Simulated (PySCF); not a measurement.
Delta-SCF ions had no search for a lower state. 

Cartesian coordinates (Å):
```xyz
6

C      2.3665    -0.0402    -0.0047
N      1.2072     0.0093    -0.0044
Si    -0.6168     0.0892    -0.0039
O     -1.1997     1.5153    -0.0951
H     -0.8823    -0.8641    -1.1323
H     -0.8749    -0.7094     1.2404
```
Charge -1, spin multiplicity 1.

Q: Predict the HOMO, vertical detachment energy (Delta-SCF) and total energy from PySCF 2.14.0 with TPSSh-D3(BJ)/def2-TZVPD // CAM-B3LYP-D3(BJ)/def2-TZVPD.

A: 
```
Item                                          Result
--------------------------------------  ------------
HOMO                                        -1.42 eV
vertical detachment energy (Delta-SCF)       4.29 eV
total energy                            -458.9641 Ha
```
